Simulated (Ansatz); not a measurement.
Reaction (substitution at a C–C bond): `CC(C)=CC(C)C` + `COC(O)F` → `COC(F)OC` + `CCC=C(C)C`

Calculated with Ansatz (gas phase, PBE0-D4/def2-TZVP geometries, no zero-point term in ΔE). CCSD(T)/CBS is the MP2 limit (def2-TZVPP, def2-QZVPP) plus CCSD(T) − MP2 in def2-TZVPP, frozen cores. DFT in def2-TZVPP. One conformer a species, not always the lowest.

| level | ΔE (kcal/mol) | difference from CCSD(T)/CBS |
| --- | --- | --- |
| PBE-D4 | 12.4 | -1.2 |
| r2SCAN-D4 | 12.3 | -1.3 |
| ωB97X-V | 12.1 | -1.5 |
| ωB97M-V | 12.8 | -0.8 |
| PBE | 11.7 | -1.9 |
| r2SCAN | 12.1 | -1.5 |
| SCS-MP2/def2-TZVPP | 13.4 | -0.2 |
| HF/def2-QZVPP | 9.8 | -3.8 |
| SCS-MP2/def2-QZVPP | 13.6 | 0.0 |
| HF/CBS(def2) | 9.8 | -3.8 |
| CCSD(T)/CBS | 13.6 | 0 |

Largest T1 diagnostic among the species: 0.011.

In def2-TZVPP, CCSD(T) changes the Hartree–Fock value by +3.4 kcal/mol (the triples alone add +0.3 kcal/mol) and MP2 by +4.9 kcal/mol. The D4 term adds +1.0 kcal/mol with B3LYP and +0.6 kcal/mol with PBE0; it sums over pairs of atoms, weighted by their polarisabilities, and B3LYP, whose exchange is more repulsive, gets the larger term.

CCSD(T)/CBS has its own doubt, a few kJ/mol and more with outer-core shells, so smaller differences from it don't rank the levels.

B3LYP here is the variant with VWN-RPA as its local correlation; programs differ in this.
